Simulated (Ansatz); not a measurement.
Ge19H28⁻, a nanocrystal cut from cubic germanium. Charge -1, multiplicity 2. Geometry PBE-D4/def2-SVP, that of the neutral singlet; atoms count from 1.

```xyz
47

Ge   -0.983   -4.037   -0.787
Ge    2.631   -2.796   -1.773
Ge   -3.989   -1.363   -0.336
Ge   -0.297   -0.125   -1.243
Ge   -3.306    2.484   -0.885
Ge   -1.757    0.651    2.377
Ge    0.401    3.757   -1.899
Ge    1.211   -1.990    1.932
Ge    1.904    1.908    1.375
Ge    3.330    1.151   -2.339
Ge   -3.171   -3.601    0.216
Ge    0.649   -2.239   -0.438
Ge    4.320   -1.028   -1.833
Ge   -0.768   -1.411    3.256
Ge   -2.335    0.416    0.009
Ge    1.344    1.680   -0.998
Ge   -1.755    4.376   -0.923
Ge   -0.088    2.414    2.710
Ge    2.825   -0.177    2.274
H    -0.405   -5.377   -0.239
H    -1.171   -4.205   -2.324
H     2.150   -3.066   -3.230
H     3.262   -4.117   -1.238
H    -4.389   -1.343   -1.842
H    -5.272   -1.047    0.491
H    -0.659   -0.277   -2.756
H    -3.761    2.192   -2.346
H    -4.579    2.857   -0.066
H    -3.052    0.996    3.179
H     0.206    3.555   -3.431
H     1.423    4.918   -1.708
H     1.814   -3.334    2.451
H     2.950    3.056    1.538
H     2.897    1.159   -3.836
H     4.395    2.274   -2.156
H    -4.191   -4.660   -0.303
H    -3.077   -3.755    1.759
H     5.382   -1.372   -2.920
H     5.052   -0.961   -0.464
H    -1.801   -2.572    3.260
H    -0.324   -1.160    4.729
H    -1.540    4.901    0.524
H    -2.381    5.534   -1.757
H    -0.666    3.811    2.349
H     0.316    2.437    4.216
H     4.194   -0.514    1.620
H     3.055    0.001    3.805
```

Single mean-field runs in def2-TZVP are fitted with def2-universal-jkfit. The highest occupied level of the charge -1 doublet lies above zero (up to 0.58 eV). By energy differences its removal costs 0.39 eV (vertical, to the charge 0 singlet, at PBE0-D4/def2-TZVP); self-interaction error and the lack of diffuse functions both raise the level.

(1) Estimate the Mulliken populations of the heavy atoms from the PBE0/def2-TZVP orbitals of Ansatz.

(2) Where does the spin sit?

(3) And the Mayer bond orders between bonded heavy atoms (over 0.3)?

Answers

(1) 
```
atom  charge (e)  spin (α − β)
 Ge1        0.03          0.06
 Ge2        0.03          0.06
 Ge3        0.03          0.06
 Ge4        0.07          0.05
 Ge5        0.03          0.06
 Ge6       -0.01          0.02
 Ge7        0.03          0.06
 Ge8       -0.01          0.02
 Ge9       -0.01          0.02
Ge10        0.03          0.06
Ge11       -0.06          0.03
Ge12       -0.24          0.04
Ge13       -0.06          0.03
Ge14        0.00          0.01
Ge15       -0.24          0.04
Ge16       -0.24          0.04
Ge17       -0.06          0.02
Ge18        0.00          0.01
Ge19        0.00          0.01
```
Mulliken values and Mayer orders depend strongly on the basis.

(2) Summed by element: Ge 0.70, H 0.30, of 1 unpaired in all. Largest on single atoms: Ge2 0.06, Ge5 0.06, Ge1 0.06.

(3) Ge1–Ge11 0.87 (2.45 Å); Ge1–Ge12 0.80 (2.45 Å); Ge2–Ge12 0.80 (2.45 Å); Ge2–Ge13 0.87 (2.45 Å); Ge3–Ge11 0.87 (2.45 Å); Ge3–Ge15 0.80 (2.45 Å); Ge4–Ge12 0.84 (2.45 Å); Ge4–Ge15 0.84 (2.45 Å); Ge4–Ge16 0.84 (2.45 Å); Ge5–Ge15 0.80 (2.45 Å); Ge5–Ge17 0.87 (2.45 Å); Ge6–Ge14 0.86 (2.45 Å); Ge6–Ge15 0.86 (2.45 Å); Ge6–Ge18 0.86 (2.45 Å); Ge7–Ge16 0.80 (2.45 Å); Ge7–Ge17 0.87 (2.45 Å); Ge8–Ge12 0.86 (2.45 Å); Ge8–Ge14 0.86 (2.45 Å); Ge8–Ge19 0.86 (2.45 Å); Ge9–Ge16 0.86 (2.45 Å); Ge9–Ge18 0.86 (2.45 Å); Ge9–Ge19 0.86 (2.45 Å); Ge10–Ge13 0.87 (2.45 Å); Ge10–Ge16 0.80 (2.45 Å).
